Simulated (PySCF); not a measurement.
Compound: phosphorus tribromide, PBr₃.
Atom-mapped SMILES: `[Br:1][P:2]([Br:3])[Br:4]`

Geometry (PBE0-D3(BJ)/def2-SVP, Å), atoms numbered from 1 in this order:
```
atom  x, y, z in Å
Br1    1.5052    0.7261   -1.1268
P2     0.4179   -0.2037    0.5882
Br3   -1.2017    1.2966    0.9460
Br4   -0.7080   -1.8367   -0.4415
```

Method used: PySCF, PBE0-D3(BJ)/def2-SVP geometry optimisation, gas phase.

Masses are those of the commonest isotopes; rigid-rotor values at the optimised geometry. 

Problem. What are A, B and C (MHz)?

Solution. Ia = 498.27, Ib = 500.66, Ic = 943.65 u·Å²; 505379 MHz·u·Å²/I gives A = 1014, B = 1009, C = 535.6 MHz.

Problem. Classify the top.

Solution. An oblate symmetric top, as the point group C3v requires two equal moments; the computed ones differ by 0.48 % because the geometry is symmetric only within the optimiser's tolerance; Ray's κ = 0.980.

Problem. What does the inertial defect say?

Solution. Not planar: Δ = Ic − Ia − Ib = -55.28 u·Å². For a rigid frame Δ = −2 Σ m c², so Σ m c² = 27.64 u·Å² lies off the ab plane. The atom farthest from that plane is 0.89 Å away.

Problem. Give the other two planar moments, Paa and Pbb, and the rms extents of the mass along the axes.

Solution. Paa = Σ m a² = (Ib + Ic − Ia)/2 = 473.02 and Pbb = Σ m b² = (Ia + Ic − Ib)/2 = 470.63 u·Å². With the mass M = 267.73 u, the rms extents √(P/M) along a, b and c are 1.33, 1.33, 0.32 Å.

Problem. Where do the R-branch lines fall?

Solution. The dipole of 0.44 D lies along the symmetry axis, so ΔK = 0 and J+1 ← J falls at 2B(J+1) for every K: 2.02 GHz, 4.05 GHz, 6.07 GHz, 8.09 GHz, 10.12 GHz for J = 0 to 4.

Problem. Estimate the classical rotational partition function at 10 K, 298.15 K and 500 K.

Solution. Point group C3v, symmetry number σ = 3; q = (√π/σ)·√((kT/h)³/(ABC)), k/h = 20836.6 MHz/K: 2400 at 10 K, 391000 at 298.15 K, 848000 at 500 K.

Stationary, but not proved a minimum. Constants of a rigid frame at the computed geometry: no zero-point averaging, no centrifugal distortion.
